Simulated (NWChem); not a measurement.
System: CH8OSi2; SMILES C[SiH2]O[SiH3]

```xyz
12

Si    -0.1434    -2.0916    -0.0932
O     -0.3542    -0.4513    -0.0565
Si     0.3523     1.0534    -0.1014
C     -0.9790     2.3521     0.0309
H      0.5038    -2.5105    -1.3742
H      0.7166    -2.5372     1.0458
H     -1.4795    -2.7431     0.0171
H      1.3221     1.1761     1.0322
H      1.1092     1.2040    -1.3840
H     -0.5361     3.3604     0.0035
H     -1.6932     2.2676    -0.8024
H     -1.5366     2.2471     0.9741
```
Atoms are numbered in this order, from 1.

Computed with NWChem. Pople sets run with spherical d functions. Structure relaxed at the PBE0/def2-SVP level. Vzz is the largest principal value of the second derivative of the potential at the nucleus (NWChem prints the opposite sign); η is the asymmetry. Non-relativistic.

For level PBE0/6-31G*:

- Vzz O2 (a.u.) = 1.022

Task: Estimate the same quantities for level Hartree-Fock/def2-SVP.

Result: 
| Quantity | Result |
|---|---|
| Vzz O2 (a.u.) | 1.077 |
